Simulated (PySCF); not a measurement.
PySCF input for B(F)2(vinyl) (C2H3BF2), SMILES C=CB(F)F, B3LYP-D3(BJ)/def2-SVP. Geometry optimised at B3LYP-D3(BJ)/def2-SVP. Other conformers were not sampled.

```python
import numpy as np
from pyscf import gto, scf, dft, df
from pyscf.hessian import thermo

mol = gto.M(
    atom='''
    B    -0.02838410    0.51868745    0.00000000
    F    -0.76290798    1.62168784    0.00000000
    F     1.28811610    0.68198743    0.00000000
    C    -0.67299227   -0.88961390    0.00000000
    C     0.07099220   -2.00727552    0.00000000
    H    -1.76556190   -0.97776078    0.00000000
    H    -0.37261709   -3.00859229    0.00000000
    H     1.16522684   -1.95882507    0.00000000
    ''',
    basis='def2-SVP',
    charge=0,
    spin=0,
    max_memory=1600,
    verbose=3,
)
mf = dft.RKS(mol, xc='b3lyp').density_fit(auxbasis='def2-universal-jkfit')
mf.disp = 'd3bj'
mf.grids.level = 3
mf.conv_tol = 1e-11
mf.max_cycle = 100
mf.kernel()

# analytic Hessian; the response equations are solved on a coarser grid
h, args, fine = mf.Hessian(), (mf.mo_energy, mf.mo_coeff, mf.mo_occ), mf.grids
h.max_memory = max(150, 2.5e-5 * df.make_auxmol(mol, mf.with_df.auxbasis).nao * mol.nelec[0] * (mol.nelec[0] + mol.nao))  # MB; small integral blocks
h1ao = h.make_h1(mf.mo_coeff, mf.mo_occ)
mf.grids = dft.Grids(mol).set(level=1).build(with_non0tab=True)
mo1, mo_e1 = h.solve_mo1(*args, h1ao)
mf.grids = fine
hess = h.hess_elec(*args, mo1, mo_e1, h1ao) + h.hess_nuc()
if mf.do_disp():
    hess += h.get_dispersion()
for i in range(mol.natm):  # the analytic DFT Hessian lacks the response of the grid: restore translational invariance
    hess[i, i] -= hess[i].sum(axis=0)
hess = (hess + hess.transpose(1, 0, 3, 2)) / 2
vib = thermo.harmonic_analysis(mol, hess, imaginary_freq=False)
thermo.dump_normal_mode(mol, vib)
th = thermo.thermo(mf, vib['freq_au'][vib['freq_au'] > 0], 298.15, 101325)
thermo.dump_thermo(mol, th)
g0 = mf.nuc_grad_method().set(verbose=0).kernel()

# dipole derivatives [dipole axis, atom, xyz] from the same response
r, irp = mol.intor('int1e_r'), mol.intor('int1e_irp').reshape(3, 3, mol.nao, mol.nao)
sl, dm0, ok = mol.aoslice_by_atom(), np.array(mf.make_rdm1()), []
dmu = np.einsum('a,xt->xat', mol.atom_charges(), np.eye(3))
for a, (_, _, p0, p1) in enumerate(sl):
    dmu[:, a] += 2 * np.einsum('xtij,ij->xt', irp[:, :, :, p0:p1], dm0.reshape(-1, mol.nao, mol.nao).sum(0)[:, p0:p1])
    for u, c, occ, f in [(mo1, mf.mo_coeff, mf.mo_occ, 4)]:
        dmu[:, a] -= f * np.einsum('tui,xuv,vi->xt', u[a], r, c[:, occ > 0], optimize=True)
L = vib['norm_mode']
ir = 974.8801 * (np.einsum('xat,kat->kx', dmu, L) ** 2).sum(1)       # km/mol
apt = np.einsum('xax->a', dmu) / 3

# polarisability derivatives from nuclear gradients in small electric fields
h0, F = mf.get_hcore(), 0.005
def in_field(f, guess):
    m = mf.copy()
    m.verbose, m.conv_tol, m.conv_tol_grad = 0, 1e-11, 2e-7
    m.get_hcore = lambda *a: h0 + np.einsum('x,xij->ij', f, r)
    m.kernel(guess)
    ok.append(m.converged)
    dm = np.array(m.make_rdm1())
    g = m.nuc_grad_method().kernel() - np.outer(mol.atom_charges(), f)
    for a, (_, _, p0, p1) in enumerate(sl):
        g[a] -= 2 * np.einsum('x,xtij,ij->t', f, irp[:, :, :, p0:p1], dm[:, p0:p1])
    return g, -np.einsum('xij,ij->x', r, dm), dm
E = np.eye(3) * F
g0, _, dm0 = in_field(np.zeros(3), dm0)
gp = [in_field(e, dm0) for e in E]
gm = [in_field(-e, 2 * dm0 - p[2]) for e, p in zip(E, gp)]
alpha = np.array([(p[1] - q[1]) / (2 * F) for p, q in zip(gp, gm)])  # bohr^3
check = abs(np.array([-(p[0] - q[0]) / (2 * F) for p, q in zip(gp, gm)]) - dmu).max()
print('static polarisability / bohr^3:', alpha.round(3))
print('largest difference of analytic and finite-field dipole derivatives / e:', check)
da = np.zeros((3, 3, mol.natm, 3))
for x in range(3):
    da[x, x] = -(gp[x][0] + gm[x][0] - 2 * g0) / F**2
for x, y in ((0, 1), (0, 2), (1, 2)):
    up, down = in_field(E[x] + E[y], gp[x][2] + gp[y][2] - dm0), in_field(-E[x] - E[y], gm[x][2] + gm[y][2] - dm0)
    both = -(up[0] + down[0] - 2 * g0) / F**2
    da[x, y] = da[y, x] = (both - da[x, x] - da[y, y]) / 2
aq = np.einsum('xyat,kat->kxy', da, L) * 0.529177210903**2           # A^2/amu^1/2
a = np.einsum('kxx->k', aq) / 3
g2 = 1.5 * (aq**2).sum((1, 2)) - 4.5 * a**2
raman, depol = 45 * a**2 + 7 * g2, 3 * g2 / (45 * a**2 + 4 * g2 + 1e-12)
print('mode   freq/cm-1   IR/(km/mol)   Raman/(A^4/amu)   depolarisation')
for k, w in enumerate(vib['freq_wavenumber']):
    print(f'{k + 1:4d} {w:11.2f} {ir[k]:13.3f} {raman[k]:17.3f} {depol[k]:16.3f}')
print('max |gradient| / (hartree/bohr):', abs(g0).max())
print('APT charges:', apt.round(4))
```

Output:

```
converged SCF energy = -302.444887056701

WARN: DFTD3 does not support analytical Hessian, using finite difference


WARN: Mole.unit (angstrom) is changed to Bohr

Mode                                 0                   1                   2
Irrep
Freq [cm^-1]                      107.6498            205.7584            428.3826
Reduced mass [au]                   2.7942              4.1253              7.2014
Force const [Dyne/A]                0.0191              0.1029              0.7786
Char temp [K]                     154.8841            296.0405            616.3471
Normal mode                   x     y     z       x     y     z       x     y     z
       0   B                -0.00 -0.00 -0.05   -0.07 -0.00  0.00    0.06 -0.01  0.00
       1   F                 0.00  0.00  0.09    0.03  0.06 -0.00   -0.08 -0.12  0.00
       2   F                -0.00 -0.00 -0.05   -0.05 -0.13  0.00    0.08 -0.05 -0.00
       3   C                -0.00 -0.00 -0.16   -0.05 -0.01  0.00   -0.04  0.10 -0.00
       4   C                 0.00  0.00  0.12    0.11  0.10 -0.00   -0.02  0.13  0.00
       5   H                -0.00 -0.00 -0.39   -0.04 -0.13  0.00   -0.04  0.16 -0.00
       6   H                 0.00  0.00  0.11    0.28  0.03 -0.00    0.04  0.10 -0.00
       7   H                 0.00  0.00  0.38    0.11  0.28 -0.00   -0.02  0.20  0.00
Mode                                 3                   4                   5
Irrep
Freq [cm^-1]                      433.8831            523.8283            740.4976
Reduced mass [au]                   1.5291              5.5142              4.0170
Force const [Dyne/A]                0.1696              0.8915              1.2978
Char temp [K]                     624.2612            753.6723           1065.4112
Normal mode                   x     y     z       x     y     z       x     y     z
       0   B                 0.00 -0.00 -0.15    0.00 -0.09  0.00    0.00  0.00 -0.23
       1   F                 0.00 -0.00  0.04    0.11 -0.06 -0.00   -0.00  0.00  0.04
       2   F                 0.00  0.00  0.05   -0.02  0.11 -0.00    0.00 -0.00  0.04
       3   C                -0.00 -0.00 -0.07   -0.13 -0.04  0.00   -0.00 -0.00  0.12
       4   C                -0.00  0.00  0.02   -0.01  0.04 -0.00   -0.00 -0.00 -0.01
       5   H                -0.00 -0.00  0.39   -0.13 -0.04 -0.00   -0.00 -0.00 -0.13
       6   H                 0.00  0.00  0.55    0.19 -0.04 -0.00    0.00 -0.00 -0.34
       7   H                -0.00  0.00 -0.42   -0.02  0.26  0.00   -0.00  0.00  0.21
Mode                                 6                   7                   8
Irrep
Freq [cm^-1]                      773.9416           1020.1875           1020.8180
Reduced mass [au]                   4.8350              1.3262              1.2754
Force const [Dyne/A]                1.7063              0.8132              0.7830
Char temp [K]                    1113.5296           1467.8227           1468.7298
Normal mode                   x     y     z       x     y     z       x     y     z
       0   B                 0.02  0.04  0.00    0.00  0.00 -0.00    0.03  0.01 -0.00
       1   F                -0.07  0.08 -0.00    0.00  0.00 -0.00    0.00  0.00  0.00
       2   F                 0.13  0.01 -0.00   -0.00 -0.00  0.00   -0.05 -0.01  0.00
       3   C                -0.11 -0.10 -0.00    0.00  0.00  0.04    0.07  0.02 -0.00
       4   C                -0.01 -0.06  0.00   -0.00 -0.00 -0.14   -0.05 -0.08  0.00
       5   H                -0.11 -0.14  0.00    0.00  0.00  0.08    0.02  0.56 -0.00
       6   H                 0.24 -0.17  0.00    0.00 -0.00  0.56    0.43 -0.29 -0.00
       7   H                -0.02  0.19 -0.00   -0.00  0.00  0.65   -0.07  0.42 -0.00
Mode                                 9                  10                  11
Irrep
Freq [cm^-1]                     1048.6283           1257.5605           1339.4117
Reduced mass [au]                   1.1074              1.6447              2.6460
Force const [Dyne/A]                0.7174              1.5325              2.7969
Char temp [K]                    1508.7427           1809.3495           1927.1152
Normal mode                   x     y     z       x     y     z       x     y     z
       0   B                 0.00  0.00  0.00   -0.03 -0.14  0.00   -0.08 -0.16  0.00
       1   F                -0.00 -0.00  0.00   -0.03  0.05 -0.00   -0.02  0.05 -0.00
       2   F                -0.00 -0.00 -0.00    0.03  0.01 -0.00    0.05  0.01 -0.00
       3   C                 0.00  0.00  0.09   -0.05 -0.03 -0.00    0.11 -0.01 -0.00
       4   C                -0.00 -0.00 -0.03    0.08  0.02  0.00   -0.07  0.03 -0.00
       5   H                 0.00  0.00 -0.76   -0.10  0.67 -0.00    0.14 -0.20 -0.00
       6   H                 0.00 -0.00  0.41   -0.15  0.12  0.00   -0.19  0.10  0.00
       7   H                -0.00  0.00 -0.38    0.09 -0.25  0.00   -0.10  0.45 -0.00
Mode                                12                  13                  14
Irrep
Freq [cm^-1]                     1421.5865           1447.7329           1689.1437
Reduced mass [au]                   9.0869              1.4450              4.8030
Force const [Dyne/A]               10.8197              1.7844              8.0741
Char temp [K]                    2045.3464           2082.9653           2430.3018
Normal mode                   x     y     z       x     y     z       x     y     z
       0   B                -0.25  0.08  0.00   -0.02 -0.11 -0.00   -0.01  0.05  0.00
       1   F                 0.04 -0.06 -0.00   -0.01  0.03  0.00    0.01 -0.01 -0.00
       2   F                 0.08  0.01 -0.00    0.02  0.01  0.00    0.00 -0.00 -0.00
       3   C                 0.01  0.03 -0.00    0.01  0.11  0.00    0.07 -0.18 -0.00
       4   C                 0.01 -0.03 -0.00   -0.04  0.02 -0.00   -0.09  0.15 -0.00
       5   H                -0.01  0.15 -0.00    0.04 -0.20 -0.00    0.06  0.14  0.00
       6   H                 0.05 -0.05  0.00    0.56 -0.26 -0.00    0.22  0.04  0.00
       7   H                 0.02 -0.05  0.00   -0.01 -0.49  0.00   -0.10 -0.23  0.00
Mode                                15                  16                  17
Irrep
Freq [cm^-1]                     3127.0951           3155.3718           3222.0733
Reduced mass [au]                   1.0597              1.0928              1.1173
Force const [Dyne/A]                6.1052              6.4105              6.8342
Char temp [K]                    4499.1936           4539.8774           4635.8462
Normal mode                   x     y     z       x     y     z       x     y     z
       0   B                 0.00 -0.00 -0.00    0.00  0.00  0.00    0.00 -0.00  0.00
       1   F                -0.00 -0.00  0.00    0.00 -0.00 -0.00   -0.00  0.00 -0.00
       2   F                -0.00  0.00  0.00    0.00  0.00 -0.00   -0.00  0.00  0.00
       3   C                 0.01  0.01  0.00   -0.08 -0.00 -0.00    0.01  0.00  0.00
       4   C                 0.03 -0.06  0.00    0.02 -0.01  0.00    0.08  0.05 -0.00
       5   H                -0.15 -0.01 -0.00    0.93  0.08  0.00   -0.12 -0.01 -0.00
       6   H                 0.29  0.63 -0.00    0.01  0.02 -0.00   -0.26 -0.60  0.00
       7   H                -0.66 -0.04 -0.00   -0.18 -0.01 -0.00   -0.67 -0.03 -0.00
temperature 298.1500 [K]
pressure 101325.00 [Pa]
Rotational constants [GHz] 9.59018 3.81113 2.72730
Symmetry number 1
Zero-point energy (ZPE) 0.05231 [Eh]   137352.535 [J/mol]
                           tot       elec      trans        rot        vib
Entropy [J/mol/K]       305.476      0.000    162.733    107.031     35.712
Cv [J/mol/K]             70.086      0.000     12.472     12.472     45.143
Cp [J/mol/K]             78.400      0.000     20.786     12.472     45.143
Internal energy [J/mol]                      3718.434   3718.434 143547.874
Internal energy [Eh]   -302.38738  -302.44489
Enthalpy [J/mol]                             6197.391   3718.434 143547.874
Enthalpy [Eh]          -302.38644
Gibbs free energy [J/mol]                  -42321.515 -28192.770 132900.425
Gibbs free energy [Eh] -302.42113
static polarisability / bohr^3: [[33.007 -4.834  0.   ]
 [-4.829 44.679  0.   ]
 [ 0.    -0.    17.92 ]]
largest difference of analytic and finite-field dipole derivatives / e: 0.0006069309711720927
mode   freq/cm-1   IR/(km/mol)   Raman/(A^4/amu)   depolarisation
   1      107.65         0.015             7.312            0.750
   2      205.76         0.283             1.442            0.653
   3      428.38         5.885             1.510            0.471
   4      433.88         0.860             7.918            0.750
   5      523.83        10.033             1.222            0.500
   6      740.50        64.537             0.623            0.750
   7      773.94         0.629             5.357            0.053
   8     1020.19        28.733             0.647            0.750
   9     1020.82         7.468             3.657            0.700
  10     1048.63        11.232             0.070            0.750
  11     1257.56        98.684             5.207            0.448
  12     1339.41       173.465            10.467            0.377
  13     1421.59       251.158             1.514            0.256
  14     1447.73       165.612            11.931            0.524
  15     1689.14        75.615            24.864            0.158
  16     3127.10         8.702            82.003            0.125
  17     3155.37         4.102           121.401            0.301
  18     3222.07         5.249            63.401            0.709
max |gradient| / (hartree/bohr): 0.0003371966119770161
APT charges: [ 1.407  -0.6105 -0.5622 -0.4039  0.0577  0.0326  0.0371  0.0422]
```

The calculation finished and met its thresholds.
